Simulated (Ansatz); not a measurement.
`C#C[TeH]` + `ClBCl` → `C#CB(Cl)Cl` + H₂Te  (formal exchange of groups at a C–Te bond)

Gas-phase electronic energies from Ansatz, PBE0-D4/def2-TZVP geometries. CCSD(T)/CBS is the MP2 limit (def2-TZVPP, def2-QZVPP) plus CCSD(T) − MP2 in def2-TZVPP, frozen cores. This one scheme is used for every species. Functionals use def2-TZVPP. B3LYP here is the variant with VWN-RPA as its local correlation; programs differ in this. HSE06 is defined as in plane-wave codes. def2 core potentials past Kr. For Te outer-core shells are correlated without core-valence functions, which leaves a few kJ/mol of doubt a bond.

`C#C[TeH]`:

```xyz
5

C     0.231   -1.222   -0.612
C     0.171   -0.244    0.089
Te    0.163    1.322    1.363
H     0.276   -2.081   -1.240
H    -0.841    2.226    0.400
```

`ClBCl`:

```xyz
4

Cl   -0.048    1.292   -1.061
B     0.093   -0.091   -0.024
Cl   -0.973   -0.295    1.328
H     0.928   -0.906   -0.242
```

`C#CB(Cl)Cl`:

Cartesian coordinates in Å:
```
C 1.509 -0.471 0.541
C 0.421 -0.131 0.151
B -0.940 0.293 -0.337
Cl -1.154 0.826 -1.981
Cl -2.308 0.254 0.741
H 2.472 -0.771 0.886
```

H₂Te:

Z-matrix (Å, degrees):
```
Te
H 1 1.656
H 1 1.656 2 90.4
```

| level | ΔE (kcal/mol) | difference from CCSD(T)/CBS |
| --- | --- | --- |
| LDA (SPW92) | -19.3 | -3.9 |
| PBE-D4 | -17.5 | -2.1 |
| revPBE-D4 | -17.5 | -2.1 |
| r2SCAN-D4 | -18.2 | -2.8 |
| B97M-V | -19.2 | -3.8 |
| B3LYP-D4 | -17.5 | -2.1 |
| r2SCANh-D4 | -18.1 | -2.7 |
| r2SCAN0-D4 | -18.0 | -2.6 |
| HSE06-D4 | -17.4 | -2.0 |
| BHLYP-D4 | -17.2 | -1.8 |
| CAM-B3LYP-D4 | -17.4 | -2.0 |
| ωB97X-V | -16.1 | -0.7 |
| B2PLYP | -16.6 | -1.2 |
| PBE-QIDH | -16.5 | -1.1 |
| PBE | -17.2 | -1.8 |
| revPBE | -16.6 | -1.2 |
| BLYP | -17.0 | -1.6 |
| r2SCAN | -18.1 | -2.7 |
| PBE0 | -17.2 | -1.8 |
| B3LYP | -17.1 | -1.7 |
| r2SCANh | -18.0 | -2.6 |
| r2SCAN0 | -17.8 | -2.4 |
| BHLYP | -17.1 | -1.7 |
| CAM-B3LYP | -17.1 | -1.7 |
| LC-ωPBE | -15.9 | -0.5 |
| RPA@PBE/def2-TZVPP | -14.9 | 0.5 |
| HF/def2-SVP | -20.4 | -5.0 |
| MP2/def2-SVP | -20.5 | -5.1 |
| CCSD(T)/def2-SVP | -20.3 | -4.9 |
| HF/def2-TZVPP | -16.5 | -1.1 |
| MP2/def2-TZVPP | -15.6 | -0.2 |
| SCS-MP2/def2-TZVPP | -15.1 | 0.3 |
| CCSD/def2-TZVPP | -16.0 | -0.6 |
| CCSD(T)/def2-TZVPP | -15.9 | -0.5 |
| HF/def2-QZVPP | -16.2 | -0.8 |
| MP2/def2-QZVPP | -15.2 | 0.2 |
| SCS-MP2/def2-QZVPP | -14.8 | 0.6 |
| HF/CBS(def2) | -16.2 | -0.8 |
| MP2/CBS(def2) | -15.1 | 0.3 |
| CCSD/CBS(def2) | -15.5 | -0.1 |
| CCSD(T)/CBS | -15.4 | 0 |

(1) What do rigid-rotor, harmonic-oscillator terms from PBE0-D4/def2-TZVP frequencies (298.15 K, 1 bar) make of the CCSD(T)/CBS value? (Estimate.)

Largest T1 diagnostic among the species: 0.013.

Results:

(1) Ansatz gave: ΔZPE = -1.2 kcal/mol, ΔH = -16.4 kcal/mol, ΔS = -11 J/(mol·K), ΔG = -15.6 kcal/mol.

Leaving LDA and LC-ωPBE aside and taking each functional with its dispersion term where it has one, the values spread over 3.1 kcal/mol, from B97M-V to ωB97X-V. LDA lies −2.1 kcal/mol from PBE without D4. At CCSD(T), def2-SVP lies −4.9 kcal/mol from the extrapolated value and def2-TZVPP −0.5 kcal/mol.
